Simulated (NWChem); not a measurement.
System: C$_{3}$H$_{2}$F$_{2}$; SMILES FC=C=CF

Here is an NWChem input.

```
start job
memory heap 200 mb stack 900 mb global 1100 mb
geometry units angstroms
  F      2.102253     0.468329    -0.537386
  C      1.300311    -0.242101     0.270207
  C      0.025803    -0.367699     0.065032
  C     -1.248691    -0.493527    -0.140124
  F     -2.158574     0.334298     0.395455
  H      1.847525    -0.705636     1.080926
  H     -1.708506    -1.275503    -0.730596
end
basis spherical
  * library def2-svp
end
dft
  xc pbe0
  iterations 150
end
driver
  maxiter 120
end
task dft optimize
task dft freq
```

The level has its own optimisation; frequencies are unscaled.

**Question.** Give the results of this calculation. (PBE0/def2-SVP.) Quantities: r C–F (Å); r C–C (Å); r C–H (Å); highest harmonic frequency (cm⁻¹); lowest (cm⁻¹); zero-point energy (kcal/mol); dipole (D).

**Answer.** 
- r C–F (Å) = 1.329
- r C–C (Å) = 1.308
- r C–H (Å) = 1.096
- highest harmonic frequency (cm⁻¹) = 3200
- lowest (cm⁻¹) = 144
- zero-point energy (kcal/mol) = 26.5
- dipole (D) = 1.62
